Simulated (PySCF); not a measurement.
Isotope clusters of molecular radical cations, worked from isotope masses and abundances (centroid m/z, relative intensity):

1. 140.1016 (100.0), 141.1036 (13.9), 142.0999 (4.1), 143.1024 (0.3)
2. 108.0934 (100.0), 109.0968 (8.8), 110.1002 (0.3)
3. 156.0148 (100.0), 157.0182 (5.5), 158.0119 (32.3), 159.0153 (1.8)
4. 101.0635 (100.0), 102.0665 (5.9)

Lines and terms under 0.3 % are left out. Candidates, as SMILES:
A. `C=C[C@@H](OCF)[C@H](F)Cl`
B. `FC[C@H]1C=CCN1`
C. `C1CCC([C@@H]2CC[SiH2]2)C1`
D. `CC=C=C(CC)C=C`

Q: Match clusters and compounds, and give each formula.

A: 
1 = C, C8H16Si, monoisotopic mass of the neutral 140.1021 u; relative to that species, one 13C gives 8.7 % at +1, one 29Si gives 5.1 % at +1 and one 30Si gives 3.3 % at +2.
2 = D, C8H12, monoisotopic mass of the neutral 108.0939 u; relative to that species, one 13C gives 8.7 % at +1.
3 = A, C5H7ClF2O, monoisotopic mass of the neutral 156.0153 u; relative to that species, one 13C gives 5.4 % at +1 and one 37Cl gives 32.0 % at +2.
4 = B, C5H8FN, monoisotopic mass of the neutral 101.0641 u; relative to that species, one 13C gives 5.4 % at +1 and one 15N gives 0.4 % at +1.

Q: What is the mean mass of the whole cluster 1, and how does it compare with the molar mass?

A: 140.298 u over all lines, faint ones too (the ion lacks one electron, 0.0005 u); standard atomic weights give 140.301 g/mol for C8H16Si.

Q: Give the exact less the nominal mass of each, in mDa.

A: C5H7ClF2O +15.3, C5H8FN +64.1, C8H16Si +102.1, C8H12 +93.9 (neutral, monoisotopic).

Abundances used (%; other tables differ somewhat): 12C 98.93, 13C 1.07; 28Si 92.2297, 29Si 4.6832, 30Si 3.0872; 1H 99.9885, 2H 0.0115; 16O 99.757, 17O 0.038, 18O 0.205; 35Cl 75.78, 37Cl 24.22; 14N 99.632, 15N 0.368.

A cluster can't tell isomers apart.

Masses and patterns are calculated from tabulated isotope masses and abundances.
